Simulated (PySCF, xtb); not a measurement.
C2H6Si, SMILES C[Si]C (connectivity only; charge and spin as stated), neutral, multiplicity 1.

Harmonic wavenumbers (cm⁻¹) from GFN2-xTB run with xtb at its own minimum, in rising order: 32, 86, 226, 664, 685, 706, 717, 800, 847, 1365, 1372, 1482, 1489, 1501, 1508, 2980, 2984, 2986, 2989, 3017, 3019.

### Question
What does B3LYP-D3(BJ)/def2-TZVP in PySCF give at its own minimum? (An estimate is asked for; the answer gives what the named calculation found.)

### Answer
110, 111, 258, 522, 575, 648, 654, 734, 864, 1250, 1259, 1425, 1431, 1453, 1461, 2979, 2981, 3048, 3054, 3104, 3104. Paired by order, the mean absolute difference is 63 cm⁻¹ and the zero-point energies are 45.0 and 44.4 kcal/mol.
